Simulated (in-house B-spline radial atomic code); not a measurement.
A fraction x of an electron is moved 6s → 6p in neutral promethium, starting from [Xe] 4f5 6s2 and keeping the highest spin. Method: scalar-relativistic (X2C) OLYP, spin-polarised, spherical fractional occupations, Fermi nucleus of rms radius 4.962 fm. Calculated with an all-electron radial atomic-structure program (B-spline basis).

```tsv
x	E(x) - E(0) (eV)	6s down level (eV)	6p up level (eV)
0	0.0000	-3.115	-
0.125	0.2473	-3.127	-1.189
0.25	0.4836	-3.125	-1.286
0.375	0.7068	-3.119	-1.386
0.5	?	?	?
0.625	?	?	?
0.75	1.3180	-3.283	-1.666
0.875	1.5290	-3.542	-1.753
1	1.7664	-	-1.840
```

Task: What belongs in the row x = 0.5?

Result: An energy change of 0.9175 eV; 6s down at -3.125 eV, 6p up at -1.483 eV.

Task: What belongs in the row x = 0.625?

Result: An energy change of 1.1188 eV; 6s down at -3.165 eV, 6p up at -1.577 eV.

Task: Check Janak's theorem between x = 0.125 and 0.25.

Result: The slope of the energy is 1.89 eV; the orbital levels give 1.89 eV (ε of the receiving orbital less ε of the emptying one, averaged over the two points).
